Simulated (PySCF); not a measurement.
## [Eu(H2O)2]3+: from a saddle point downhill

PySCF 2.14.0, RKS PBE, Eu lcecp-1-SVP with ECP52, O def2-SVP, H def2-SVP; non-relativistic Hamiltonian with scalar-relativistic core potentials where named; density fitting; no spin-orbit coupling. Relaxed within the symmetry of its start, the geometry (D2d) is

```xyz
7

Eu    0.0000    0.0000    0.0000
O     0.0000    0.0000    2.2982
H     0.5509    0.5509    2.9314
H    -0.5509   -0.5509    2.9314
O     0.0000    0.0000   -2.2982
H     0.5509   -0.5509   -2.9314
H    -0.5509    0.5509   -2.9314
```

and its lowest harmonic modes are -66, -66, 173, 405, 406, 620 cm⁻¹ (negative: unstable). It was moved along the lowest mode and relaxed again.

**Question.** Where does it end, and how much lower?

**Answer.** In C1, 0.232 eV lower, after 24 steps:
```xyz
7

Eu    1.1027    0.1124   -0.0046
O    -0.1682    0.0349    1.8583
H     0.0886    0.3114    2.7905
H    -1.1090   -0.2954    1.9803
O    -0.1718   -0.0706   -1.8570
H     0.0965   -0.4330   -2.7558
H    -1.1240    0.2094   -2.0117
```

**Question.** How do the contacts change?

**Answer.** 
| contact | saddle (Å) | end (Å) |
| --- | --- | --- |
| Eu1–O2 (H2O) | 2.298 | 2.256 |
| Eu1–O5 (H2O) | 2.298 | 2.256 |


**Question.** Is the end a minimum?

**Answer.** Yes, as far as the noise of the softest modes lets one tell (those above −25 cm⁻¹ count as noise); lowest modes 19, 64, 119, 424, 427, 621 cm⁻¹.

An lcecp potential fixes the number of 4f electrons, so in runs with it no electron can move into or out of that shell.

State: singlet in the valence, with the 4f electrons in the core potential.
